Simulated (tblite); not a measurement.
C₆H₁₂O₂P (charge -1).
Atom-mapped SMILES: `[CH2:1]=[CH:2][P@@:3](=[O:4])([O-:5])[C@@H:6]([CH3:7])[CH2:8][CH3:9]` (hydrogens: H10, H11 on C1; H12 on C2; H13 on C6; H14, H15, H16 on C7; H17, H18 on C8; H19, H20, H21 on C9)

Geometry (GFN2-xTB, Å), atoms numbered from 1 in this order:
```
atom  x, y, z in Å
C1     3.4431   -0.3766   -0.1815
C2     2.3912    0.2758   -0.6338
P3     1.0916    0.8980    0.5224
O4     1.2874    0.3314    1.8853
O5     1.0112    2.3804    0.3575
C6    -0.4165    0.1006   -0.2731
C7    -0.2744   -1.4081   -0.2491
C8    -1.5853    0.6101    0.5535
C9    -2.9602    0.3012   -0.0305
H10    4.2738   -0.6930   -0.8033
H11    3.4948   -0.6281    0.8656
H12    2.3076    0.5625   -1.6763
H13   -0.5122    0.4603   -1.3041
H14    0.5821   -1.7128   -0.8500
H15   -0.0935   -1.7257    0.7759
H16   -1.1644   -1.9142   -0.6311
H17   -1.4996    0.1871    1.5578
H18   -1.4622    1.6930    0.6500
H19   -3.0447    0.7060   -1.0387
H20   -3.7468    0.7421    0.5821
H21   -3.1318   -0.7732   -0.0790
```

Computed geometry: GFN2-xTB, gas phase.

Take the most abundant isotopes and a rigid rotor. The values belong to one conformer with, in the numbering `[CH2:1]=[CH:2][P@@:3](=[O:4])([O-:5])[C@@H:6]([CH3:7])[CH2:8][CH3:9]`, C1–C2–P3–O4 -11°, C2–P3–C6–C7 61°, P3–C6–C8–C9 170°.

**Question.** What are A, B and C (MHz)?

**Answer.** Ia = 217.30, Ib = 535.63, Ic = 618.17 u·Å²; 505379 MHz·u·Å²/I gives A = 2326, B = 943.5, C = 817.5 MHz.

**Question.** What kind of rotor is it?

**Answer.** An asymmetric top: κ = (2 × 943.5 − 2326 − 817.5)/(2326 − 817.5) = -0.83.

**Question.** What does the inertial defect say?

**Answer.** Not planar: Δ = Ic − Ia − Ib = -134.76 u·Å². For a rigid frame Δ = −2 Σ m c², so Σ m c² = 67.38 u·Å² lies off the ab plane: 12.08 from hydrogen and 55.30 from heavier atoms. The atom farthest from that plane is 1.86 Å away.

**Question.** Give the other two planar moments, Paa and Pbb, and the rms extents of the mass along the axes.

**Answer.** Paa = Σ m a² = (Ib + Ic − Ia)/2 = 468.25 and Pbb = Σ m b² = (Ia + Ic − Ib)/2 = 149.92 u·Å². With the mass M = 147.06 u, the rms extents √(P/M) along a, b and c are 1.78, 1.01, 0.68 Å.

**Question.** Where do the levels up to J = 2 lie, in MHz?

**Answer.** Above 0(0,0):
J = 1: 1(0,1) 1761, 1(1,1) 3143, 1(1,0) 3269
J = 2: 2(0,2) 5275, 2(1,2) 6539, 2(1,1) 6917, 2(2,1) 11064, 2(2,0) 11072

**Question.** Estimate the classical rotational partition function at 10 K, 298.15 K and 500 K.

**Answer.** Point group C1, symmetry number σ = 1; q = (√π/σ)·√((kT/h)³/(ABC)), k/h = 20836.6 MHz/K: 3980 at 10 K, 648000 at 298.15 K, 1410000 at 500 K.

Its GFN2-xTB frequencies are all real (lowest 50 cm⁻¹). No vibrational averaging or centrifugal distortion is included, and the geometry carries the error of its method.
